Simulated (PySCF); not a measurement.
Isomers of C5H10O3SSi, mass 178.012 u with the commonest isotopes. Method used: PBE0/pcSseg-1 in PySCF (dipole) on a GFN2-xTB geometry, gas phase. One conformer each, none proved a minimum here; rigid rotors.

**Question.** Order these by out-of-plane moment Σ m c² = (Ia + Ib − Ic)/2, smallest first.
A. `[CH3:1]/[C:2]([CH2:3][S:4](=[O:5])(=[O:6])[OH:7])=[C:8]1/[CH2:9][SiH2:10]1` with C1–C2–C3–S4 -89°, C2–C3–S4–O5 -72°, C3–S4–O7–H 121°
B. `[CH2:1]=[CH:2][C@@:3]1([S:4](=[O:5])(=[O:6])[OH:7])[SiH2:8][C@@H:9]1[CH3:10]` with C1–C2–C3–S4 163°, C2–C3–S4–O5 37°, C3–S4–O7–H 118°
C. `[CH:1]#[C:2][C@@:3]([CH3:4])([SiH2:5][CH3:6])[S:7](=[O:8])(=[O:9])[OH:10]` with C2–C3–Si5–C6 -49°, C2–C3–S7–O8 -158°, C3–S7–O10–H 106°

**Answer.** A (77.92 u·Å²), C (131.10 u·Å²), B (152.12 u·Å²).

**Question.** Order these by rotational constant C, smallest first.
A. `[CH:1]#[C:2][C@@:3]([CH3:4])([SiH2:5][CH3:6])[S:7](=[O:8])(=[O:9])[OH:10]` with C2–C3–Si5–C6 -49°, C2–C3–S7–O8 -158°, C3–S7–O10–H 106°
B. `[CH2:1]=[CH:2][C@@:3]1([S:4](=[O:5])(=[O:6])[OH:7])[SiH2:8][C@@H:9]1[CH3:10]` with C1–C2–C3–S4 163°, C2–C3–S4–O5 37°, C3–S4–O7–H 118°
C. `[CH3:1]/[C:2]([CH2:3][S:4](=[O:5])(=[O:6])[OH:7])=[C:8]1/[CH2:9][SiH2:10]1` with C1–C2–C3–S4 -89°, C2–C3–S4–O5 -72°, C3–S4–O7–H 121°

**Answer.** C (543.1 MHz), A (767.7 MHz), B (841.6 MHz).

**Question.** Order these by rotational constant B, largest first.
A. `[CH2:1]=[CH:2][C@@:3]1([S:4](=[O:5])(=[O:6])[OH:7])[SiH2:8][C@@H:9]1[CH3:10]` with C1–C2–C3–S4 163°, C2–C3–S4–O5 37°, C3–S4–O7–H 118°
B. `[CH3:1]/[C:2]([CH2:3][S:4](=[O:5])(=[O:6])[OH:7])=[C:8]1/[CH2:9][SiH2:10]1` with C1–C2–C3–S4 -89°, C2–C3–S4–O5 -72°, C3–S4–O7–H 121°
C. `[CH:1]#[C:2][C@@:3]([CH3:4])([SiH2:5][CH3:6])[S:7](=[O:8])(=[O:9])[OH:10]` with C2–C3–Si5–C6 -49°, C2–C3–S7–O8 -158°, C3–S7–O10–H 106°

**Answer.** A (1012 MHz), C (907.9 MHz), B (618.2 MHz).

```json
{"SMILES": "C/C(CS(=O)(=O)O)=C1/C[SiH2]1", "point group": "C1", "Ia (u·Å²)": "268.98", "Ib (u·Å²)": "817.50", "Ic (u·Å²)": "930.63", "κ": "-0.89", "μa (D)": "1.06", "μb (D)": "0.45", "μc (D)": "2.82"}
{"SMILES": "C=C[C@@]1(S(=O)(=O)O)[SiH2][C@@H]1C", "point group": "C1", "Ia (u·Å²)": "405.23", "Ib (u·Å²)": "499.52", "Ic (u·Å²)": "600.51", "κ": "-0.16", "μa (D)": "2.64", "μb (D)": "0.46", "μc (D)": "1.52"}
{"SMILES": "C#C[C@@](C)([SiH2]C)S(=O)(=O)O", "point group": "C1", "Ia (u·Å²)": "363.90", "Ib (u·Å²)": "556.62", "Ic (u·Å²)": "658.33", "κ": "-0.55", "μa (D)": "2.58", "μb (D)": "2.59", "μc (D)": "0.47"}
```
